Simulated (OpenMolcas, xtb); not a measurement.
**GaHClO (SMILES [O][GaH][Cl]): the dipole moment, rung by rung**

GaHClO has 4 atoms, charge 0, and is taken as a doublet. As SMILES, `[O][GaH][Cl]`. The coordinates come from a PBE0-D4/def2-TZVP relaxation.

Each level gives the dipole moment (D). The values are calculated.

| level | kind | program | value (D) | CPU time |
| --- | --- | --- | --- | --- |
| GFN0-xTB | semi-empirical | xtb | 2.47 | under 2 s |
| UHF/def2-SVPD | Hartree–Fock | OpenMolcas | 2.31 | 27 s |
| USVWN5/def2-SVPD | LDA | OpenMolcas | 2.23 | 34 s |
| U-revPBE/def2-SVPD | GGA | OpenMolcas | 2.04 | 44 s |
| U-r2SCAN/def2-SVPD | meta-GGA | OpenMolcas | 2.09 | 55 s |
| UM06-L/def2-SVPD | meta-GGA | OpenMolcas | 2.17 | 55 s |
| UTPSS/def2-SVPD | meta-GGA | OpenMolcas | 2.01 | 57 s |
| UM06-2X/def2-SVPD | hybrid meta-GGA | OpenMolcas | 2.16 | 89 s |

All-electron rows without a relativistic Hamiltonian named are non-relativistic. The values span 2.01 to 2.47 D. Magnitudes only. Times are those of the runs behind each value, whatever else they computed, on shared processors of several kinds: orders of magnitude only.
